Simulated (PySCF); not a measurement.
C₄H₆O₂. Atoms are numbered in the order given.

```xyz
12

C      1.8067     0.5046     0.0000
C      0.6766    -0.4982     0.0000
O     -0.1565    -0.3200     1.1388
C     -1.3034     0.2618     0.6663
C     -1.3034     0.2618    -0.6663
O     -0.1565    -0.3200    -1.1388
H      2.4298     0.3698    -0.8955
H      1.3964     1.5251     0.0000
H      2.4298     0.3698     0.8955
H      1.0528    -1.5363     0.0000
H     -2.0322     0.6060     1.3945
H     -2.0322     0.6060    -1.3945
```

Coordinates come from a PBE0-D3(BJ)/def2-SVP optimisation. Other conformers were not sampled.

Vertical ionisation energy (IE) and electron affinity (EA) in eV. Rows of orbital energies are one-electron estimates. Where ΔSCF, EOM or ADC give a negative EA the extra electron is unbound and the value depends on the basis.

| level | IE | EA |
|---|---|---|
| −ε(HOMO), −ε(LUMO), CAM-B3LYP/def2-TZVP (PySCF) | 7.06 | -2.02 |
| −ε(HOMO), −ε(LUMO), PBE/def2-TZVP (PySCF) | [?] | [?] |

Problem. Complete the blanks. (Estimate from the structure and the level; the computed values follow.)

Solution. 
- −ε(HOMO), −ε(LUMO), PBE/def2-TZVP (PySCF), IE: 4.43
- −ε(HOMO), −ε(LUMO), PBE/def2-TZVP (PySCF), EA: 0.09
